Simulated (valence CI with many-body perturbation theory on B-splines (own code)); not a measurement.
The numbers below are computed, except where a source is named.
## Dy33+: what the settings do

Level of theory: relativistic CI+MBPT: five valence electrons over a frozen Dirac-Fock core [Ar] 3d10, a basis of 6 s, 6 p, 5 d, 3 f, 1 g functions for each j, with the one-electron correlation potential Σ1 (screened to all orders), the two-electron term Σ2, the three-electron term Σ3, Breit, model QED; selected single and double excitations, second order for the rest (own B-spline code, finite nucleus).

No measured spectrum was set against this ion. As an estimate, large intervals hold to a few tenths of a per cent, small ones and those within an open d or f shell to about a per cent. Among the levels kept, up to 410 cm⁻¹ of a level comes from second order outside the variational space, and about a tenth of that is noise between levels of different J, which matters for small intervals.

The reference run has the lowest level (4s^2 4p1/2^2 4p3/2) J=3/2 and an ionisation energy of 1372.61 eV. Its largest variational space holds 9999 state functions.

Levels are named by their leading jj configuration (3d3/2^4 stands for four electrons in 3d with j = 3/2), which in mixed levels can hold well under half, so a name can repeat and another be missing. Letters in brackets count levels of one name in rising energy.

Changed runs:
A. selection threshold (hartree) 2e-08 → 2e-07
B. natural orbitals for correlation on → off
C. box radius (bohr) 3.3708 → 2.08; averaging of valence orbitals over low configurations on → off
D. scale of Σ1 1 → 0 (bad on purpose)

Excitation energies of the reference run in cm⁻¹, and shifts in cm⁻¹:

```csv
Level,Reference,A,B,C,D
(4s^2 4p1/2 4p3/2^2) J=3/2,371650,-0.1,-312,+3.3,-1486
(4s^2 4p1/2 4p3/2^2) J=5/2,408734,-0.2,+64,+1.6,-1502
(4s^2 4p1/2 4p3/2^2) J=1/2,455239,+0.3,+394,+2.5,-1517
(4s^2 4p3/2^3) J=3/2,833057,-0.2,+114,+5.2,-3008
(4s 4p1/2^2 4p3/2^2) J=5/2,985738,-0.1,-579,+4.8,-781
(4s^2 4p1/2^2 4d3/2) J=3/2,1002420,-0.1,-5.9,-3.0,+974
(4s 4p1/2^2 4p3/2^2) J=1/2,1100700,-0.1,+109,+4.3,-960
(4s 4p1/2^2 4p3/2^2) J=3/2,1126120,-0.1,+188,+1.1,-622
(4s^2 4p1/2^2 4d5/2) J=5/2,1156820,-0.1,+335,-6.9,+576
(4s 4p1/2 4p3/2^3) J=3/2,1366460,-0.1,-552,+4.5,-1321
(4s^2 4p1/2 4p3/2 4d3/2) J=5/2 [a],1379720,-0.1,-222,-1.2,-380
(4s^2 4p1/2 4p3/2 4d3/2) J=1/2 [a],1381240,-0.1,-380,+0.1,-342
Ionisation energy (eV),1372.61,+6e-05,-0.16,+0.00079,-1.46
```
